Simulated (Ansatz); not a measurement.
A run for Ansatz (a first-principles code): R-CCSD(T)/def2-SVP on H4SeSi (SMILES [SiH3][SeH]), a point of a torsion scan. The run froze 19 orbitals, filled d shells among them.

Ansatz 0.2 input:
```yaml
crystal:
  periodic: [false, false, false]
  atoms:
    - {symbol: Si, position_ang: [-0.62418084, 0.00392565, 0.00663285]}
    - {symbol: Se, position_ang: [1.50094872, 0.83338714, -0.07481847]}
    - {symbol: H, position_ang: [-0.76888176, -0.75513203, 1.24346285]}
    - {symbol: H, position_ang: [-1.45385762, 1.19822127, -0.02068350]}
    - {symbol: H, position_ang: [-0.82445810, -0.84810700, -1.15990176]}
    - {symbol: H, position_ang: [2.16994034, -0.43455627, -0.03552677]}
basis:
  gaussian:
    orbitals: def2-SVP
magnetization: {spin_polarized: false}
correlation: {method: ccsd_t, electrons: outside_noble_gas}
scf: {lower_state_search: off}
```

Problem. Give the final energy of this run.

Solution. -2691.0038 hartree (reference determinant -2690.7323, T1 diagnostic 0.010).
